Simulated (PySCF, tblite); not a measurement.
C2H6SSi.
Atom-mapped SMILES: `[CH2:1]=[CH:2][SiH2:3][SH:4]` (hydrogens: H5, H6 on C1; H7 on C2; H8, H9 on Si3; H10 on S4)

Geometry (GFN2-xTB, Å), atoms numbered from 1 in this order:
```
atom  x, y, z in Å
C1     1.620    0.719    0.217
C2     0.655    0.176   -0.509
Si3   -0.692   -0.945    0.170
S4    -2.596   -0.125   -0.435
H5     1.701    0.539    1.277
H6     2.373    1.365   -0.208
H7     0.623    0.397   -1.571
H8    -0.689   -2.264   -0.445
H9    -0.662   -0.996    1.628
H10   -2.323    1.139   -0.147
```

Method: CAM-B3LYP/def2-SVPD in PySCF (dipole) on a GFN2-xTB geometry, gas phase.

Take the most abundant isotopes and a rigid rotor. The values belong to one conformer with, in the numbering `[CH2:1]=[CH:2][SiH2:3][SH:4]`, C1–C2–Si3–S4 127°, C2–Si3–S4–H -45°.

(1) What are A, B and C (MHz)?

(2) Classify the top.

(3) Is it planar, by Δ = Ic − Ia − Ib?

(4) Predict some low-J microwave lines.

(5) Estimate the classical rotational partition function at 10 K, 200 K and 298.15 K.

Answers

(1) Ia = 45.83, Ib = 237.40, Ic = 263.73 u·Å²; 505379 MHz·u·Å²/I gives A = 11028, B = 2129, C = 1916 MHz.

(2) A near-prolate asymmetric top: κ = (2 × 2129 − 11028 − 1916)/(11028 − 1916) = -0.95.

(3) Not planar: Δ = Ic − Ia − Ib = -19.50 u·Å². For a rigid frame Δ = −2 Σ m c², so Σ m c² = 9.75 u·Å² lies off the ab plane: 6.51 from hydrogen and 3.24 from heavier atoms. The atom farthest from that plane is 1.32 Å away.

(4) The dipole components are |μa| = 2.00 D, |μb| = 0.19 D, |μc| = 0.30 D. The squared components, which scale the intensities, stand as 1.00 : 0.01 : 0.02 (a : b : c). Some lines, for components of 0.1 D or more:

```
type  branch         J(Ka,Kc)    MHz  lower level (cm⁻¹)
   a       Q  2(1,1) ← 2(1,2)    638               0.695
   a       R  1(0,1) ← 0(0,0)   4045               0.000
   b       Q  1(1,0) ← 1(0,1)   9112               0.135
   b       Q  2(1,1) ← 2(0,2)   9328               0.405
   c       R  1(1,0) ← 0(0,0)  13157               0.000
   b       R  2(1,2) ← 1(0,1)  16777               0.135
   c       R  2(1,1) ← 1(0,1)  17415               0.135
   c       Q  2(2,1) ← 2(1,1)  26698               0.716
   b       Q  2(2,0) ← 2(1,1)  26702               0.716
   c       R  2(2,0) ← 1(1,0)  35005               0.439
   c       R  2(2,1) ← 1(1,1)  35213               0.432
```

(5) Point group C1, symmetry number σ = 1; q = (√π/σ)·√((kT/h)³/(ABC)), k/h = 20836.6 MHz/K: 795 at 10 K, 71100 at 200 K, 129000 at 298.15 K.

Its GFN2-xTB frequencies are all real (lowest 42 cm⁻¹). Zero-point vibration and centrifugal distortion are left out.
